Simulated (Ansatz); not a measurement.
Born–Oppenheimer molecular dynamics of Cl3FH3NTa (9 atoms, charge 0, multiplicity 2). It starts at the highest image of a converged band. Of that band: The profile has 2 maxima (images 4, 8) with wells between them (image 6): this band takes more than one step, which may be the mechanism or a detour left from its start path. A vibrational analysis at the climbing image gives one clearly imaginary mode, 668i cm⁻¹, and a faint second one (35i cm⁻¹) that may be numerical noise or a soft torsion: probably a first-order saddle point.

Computed with Ansatz, UKS PBE/def2-SVP.

```
ensemble                      : NVE (velocity Verlet)
time step                     : 0.5 fs
steps asked                   : 200
starting velocities drawn for : 100 K
seed                          : 9732
```

First frame:

```xyz
9
Properties=species:S:1:pos:R:3
Ta 0.129 -0.059 -0.437
F 1.933 -0.202 -0.987
Cl 0.895 -0.322 1.819
Cl -0.617 -0.178 -2.654
Cl -0.936 1.944 0.044
N -0.921 -1.696 -0.116
H -0.955 -2.212 0.768
H -1.467 -2.166 -0.848
H 2.514 0.501 2.410
```

How far do the bonds stretch over the last three quarters of this one trajectory? (Pairs bonded in most of those frames.)


```tsv
bond	mean (Å)	spread (Å)	shortest	longest
Ta1–F2	1.897	0.010	1.88	1.91
Ta1–Cl3	2.738	0.193	2.43	3.08
Ta1–Cl4	2.328	0.005	2.32	2.34
Ta1–Cl5	2.368	0.018	2.33	2.39
Ta1–N6	1.970	0.008	1.96	1.99
Cl3–H9	1.407	0.143	1.16	1.66
N6–H7	1.028	0.006	1.02	1.04
N6–H8	1.030	0.008	1.02	1.04
```

Mean temperature of the second half: 511 K. The conserved energy stayed within 0.58 meV per atom of its start (net change -0.57 meV per atom), so the integration is sound. The kinetic energy rose, since the run started high on the potential surface and went downhill. A run of 0.1 ps of so small a system gives no equilibrium averages.

The run took 14 min on 4 threads of Arm Neoverse V1 (shared host), peak memory 0.35 GiB.
